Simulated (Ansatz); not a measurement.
`C=C(O)[SiH2]O` and `C=C(O)C#N` differ in one atom or group.

Ansatz, PBE0-D4/def2-TZVP geometries, multiplicity 1. Each molecule was computed in one conformer, which needn't be the lowest.

```csv
property,`C=C(O)[SiH2]O`
size of the dipole moment (B3LYP/def2-TZVPP) / D,2.03
zero-point energy (PBE0-D4/def2-TZVP) / kJ/mol,205.7
HOMO energy (ωB97M-V/def2-TZVPP) / eV,-9.32
HOMO energy (B3LYP/def2-TZVPP) / eV,-6.84
size of the dipole moment (PBE/def2-TZVPP) / D,2.03
LUMO energy (B3LYP/def2-TZVPP) / eV,-0.43
```

Q: Give the same properties after the change, and the shifts. (Best estimate.)

A: Computed: 
| property | `C=C(O)C#N` | shift |
| --- | --- | --- |
| size of the dipole moment (B3LYP/def2-TZVPP) / D | 2.16 | 0.13 |
| zero-point energy (PBE0-D4/def2-TZVP) / kJ/mol | 145.6 | -60.1 |
| HOMO energy (ωB97M-V/def2-TZVPP) / eV | -9.86 | -0.54 |
| HOMO energy (B3LYP/def2-TZVPP) / eV | -7.45 | -0.61 |
| size of the dipole moment (PBE/def2-TZVPP) / D | 2.17 | 0.14 |
| LUMO energy (B3LYP/def2-TZVPP) / eV | -1.60 | -1.17 |

With PBE0 the HOMO falls by 0.61 eV and the LUMO falls by 1.17 eV, so the gap narrows by about 0.56 eV. PBE moves the HOMO by -0.62 eV and ωB97M-V by -0.54 eV. The zero-point energy changes by -60.1 kJ/mol with -9 modes. Dipoles are sizes alone; their direction can turn.

B3LYP here is the variant with VWN-RPA as its local correlation; programs differ in this.
